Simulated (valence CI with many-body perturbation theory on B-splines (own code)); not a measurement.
# Questions on Cu¹⁵⁺

Level of theory: relativistic CI+MBPT: four valence electrons over a frozen Dirac-Fock core [Ne], radial functions for each j: 11 s, 11 p, 10 d, 8 f, 5 g, 2 h, with the one-electron correlation potential Σ1, the two-electron term Σ2, the three-electron term Σ3, Breit, model QED; selected CI, second order for the rest, scaled by the run's own slope (own B-spline code, finite nucleus).

No measured spectrum was set against this ion. As an estimate, levels of excited configurations hold to 0.05 to 0.15 % of their energy, terms of the ground configuration to about 0.5 %. Among the levels kept, up to 830 cm⁻¹ of a level comes from second order outside the variational space, and about a tenth of that is noise between levels of different J, which matters for small intervals.

Rates and lifetimes use the calculated energies. Strong lines usually hold to 10 to 20 %, long lifetimes can be off by a factor of two.

(1) What is the ground level?

(2) What is the ionisation energy?

(3) Name the longest-lived excited levels whose lifetime is computed, and their main decay.

(4) How is the term ³P of the ground level split?

(5) Among levels below 1472300 cm⁻¹, which E1 lines absorb most strongly from the ground level?

## Answers

(1) 3s²3p² ³P_0, composition 91 % 3s²3p² ³P + 6 % 3s²3p² ¹S.

(2) 517.99 eV; NIST lists 518.7 ± 1.2 eV (semi-empirical).

(3) 3s²3p² ³P_2 at 32779 cm⁻¹ lives 31.4 ms, mostly by M1 to 3s²3p² ³P_1; 3s²3p² ³P_1 at 18585 cm⁻¹ lives 9.21 ms, mostly by M1 to 3s²3p² ³P_0; 3s²3p² ¹D_2 at 72164 cm⁻¹ lives 1.35 ms, mostly by M1 to 3s²3p² ³P_1. The lifetime of 3s²3p3d ³F°_4 is too uncertain to give, and may be longer.

(4) J = 0 at 0, J = 1 at 18585, J = 2 at 32779 cm⁻¹.

(5) to 3s²3p3d ³D°_1 at 16.60 nm, f = 0.798; to 3s3p³ ³S°_1 at 19.56 nm, f = 0.153; to 3s3p³ ³D°_1 at 27.71 nm, f = 0.0805.
